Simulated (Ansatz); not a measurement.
Reaction (formal exchange of groups at a B–Si bond): `[SiH3][SiH2][BH][GeH3]` + CH₄ → `C[BH][GeH3]` + `[SiH3][SiH3]`

Isolated molecules relaxed with PBE0-D4/def2-TZVP in Ansatz; ΔE leaves out vibrations. CCSD(T)/CBS adds triple-zeta CCSD(T) − MP2 to the extrapolated MP2 energy (def2 sets, frozen cores). This one scheme is used for every species. DFT in def2-TZVPP. B3LYP here is the variant with VWN-RPA as its local correlation; programs differ in this. For Ge outer-core shells are correlated without core-valence functions, which leaves a few kJ/mol of doubt a bond. Scalar relativity is left out up to krypton. One conformer a species, not always the lowest.

```csv
level,ΔE (kcal/mol),difference from CCSD(T)/CBS
PBE-D4,1.3,1.9
r2SCAN-D4,0.2,0.8
PBE0-D4,0.3,0.9
B3LYP-D4,-0.6,0.0
ωB97X-V,-1.8,-1.2
ωB97M-V,-2.1,-1.5
B2PLYP,-2.0,-1.4
PBE,0.2,0.8
r2SCAN,-0.2,0.4
PBE0,-0.8,-0.2
B3LYP,-2.5,-1.9
HF/def2-TZVPP,-5.1,-4.5
MP2/def2-TZVPP,-1.3,-0.7
SCS-MP2/def2-TZVPP,-2.1,-1.5
CCSD/def2-TZVPP,-1.5,-0.9
CCSD(T)/def2-TZVPP,-0.7,-0.1
HF/def2-QZVPP,-5.2,-4.6
MP2/def2-QZVPP,-1.3,-0.7
SCS-MP2/def2-QZVPP,-2.1,-1.5
HF/CBS(def2),-5.2,-4.6
MP2/CBS(def2),-1.2,-0.6
CCSD/CBS(def2),-1.4,-0.8
CCSD(T)/CBS,-0.6,0
```

Largest T1 diagnostic among the species: 0.014.

The D4 term adds +1.9 kcal/mol with B3LYP and +1.1 kcal/mol with PBE0; it sums over pairs of atoms, weighted by their polarisabilities, and B3LYP, whose exchange is more repulsive, gets the larger term. From PBE to PBE0 (25 % exact exchange), in def2-TZVPP and without D4, ΔE moves by −1.0 kcal/mol.
